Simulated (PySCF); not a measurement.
# Electron correlation in Cd²⁺ (cadmium, charge +2)

[Kr] 4d9 5s1, 5s spin antiparallel (an excited configuration). Computed with PySCF 2.14 in aug-cc-pwCVTZ-PP with ECP28MDF (8s8p7d4f3g, 122 functions), with scalar relativity through the core potential. Frozen: 4s2 4p6; 10 electrons correlated.

MP2 pair energies summed by pair of shells (mhartree):

| pair | energy | share (%) |
| --- | --- | --- |
| 4d-4d | -316.00 | 86.7 |
| 4d-5s | -48.52 | 13.3 |

Total MP2 correlation energy: -364.53 mhartree.

Same-spin part -131.43 and opposite-spin part -233.10 mhartree; SCS-MP2 scales them by 1/3 and 6/5 to -323.53 mhartree.
